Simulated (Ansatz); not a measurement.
C₂H₆OSSi, SMILES `SC1OC[SiH2]1`, relaxed with RKS PBE-D4/def2-SVP in Ansatz 0.2.0 from a rough embedded geometry. The force threshold is 0.03 eV/Å; the program also tests the step.

Total charge 0; spin multiplicity 1.

Start:

```xyz
11

S     1.099    1.010   -1.653
C    -0.371    0.459   -0.766
O    -0.482    1.055    0.549
C     0.169   -0.097    1.307
Si   -0.244   -1.265   -0.032
H     0.829    2.377   -1.574
H    -1.287    0.588   -1.318
H    -0.384   -0.227    2.241
H     1.232    0.177    1.548
H    -1.496   -1.985    0.135
H     0.935   -2.091   -0.437
```

| step | energy (eV) | largest force (eV/Å) | largest move (Å) |
| --- | --- | --- | --- |
| 1 | -22907.3981 | 2.209 | 0.000 |
| 2 | -22907.7397 | 1.127 | 0.140 |
| 3 | -22907.7935 | 0.460 | 0.053 |
| 4 | -22907.7940 | 0.351 | 0.159 |
| 5 | -22907.8035 | 0.266 | 0.135 |
| 6 | -22907.8059 | 0.022 | 0.017 |

End:

```xyz
11

S     1.118    1.010   -1.671
C    -0.384    0.485   -0.744
O    -0.480    0.994    0.597
C     0.130   -0.054    1.402
Si   -0.163   -1.292   -0.031
H     0.798    2.335   -1.745
H    -1.289    0.773   -1.315
H    -0.417   -0.170    2.360
H     1.200    0.165    1.623
H    -1.448   -2.065    0.072
H     0.937   -2.180   -0.547
```

Hardware: 4 threads of a server CPU on a shared host. Wall time 4.9 s, peak host memory 0.17 GiB.
